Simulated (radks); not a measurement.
Numerical settings for the rhodium ion Rh+, [Kr] 4d8. Calculated with a radial shooting solver on a logarithmic mesh with Libxc functionals: scalar-relativistic Kohn-Sham, LDA (Slater exchange, Perdew-Wang correlation), spin-polarised, spherical densities, point nucleus; open shells are filled with parallel spins first (spin-orbit coupling, left out, can overturn this in heavy ions). The defaults (mesh step 0.008 in ln r, mesh end at 40 bohr or more with all orbitals vanishing there, Anderson mixing 0.5 over 9 steps, residual threshold near 1e-9 with the energy settled to 1e-9 hartree or 1e-11 of itself, here a cap of 88 iterations) give E = -4779.2373 hartree and 4d at -13.194 eV in 15 iterations. Times are rough (one thread of a shared host). Changes against that run (0 stands for a change within the tolerance of the run):

setting                    iterations  converged  E (mhartree)  e(4d) (meV)  CPU (s)
mesh step in ln r 0.012            15        yes             0            0     0.13
mesh step in ln r 0.2               2         no      diverged            -     0.01
mesh step in ln r 0.02             15        yes             0            0     0.08
mesh end (bohr) 3                  13        yes          +731    +9.53e+03     0.15
mesh end (bohr) 8                  15        yes       +0.0815        +6.63     0.18
residual threshold 0.1             10        yes             0       +0.346     0.14
residual threshold 1e-13           24        yes             0            0     0.24
mixing 2.5                         16        yes             0            0      0.2
linear mixing, mixing 0.5          30        yes             0            0     0.31
linear mixing, mixing 1            88         no     +4.02e+04    +1.17e+04      2.7
mixing history 3                   17        yes             0            0      0.2
iteration cap 5                     5         no         -0.16         +102     0.08

Settings that end as converged yet miss the energy by more than 1 mhartree: mesh end (bohr) 3 (+0.731 hartree). A mesh that ends early acts as a hard wall.
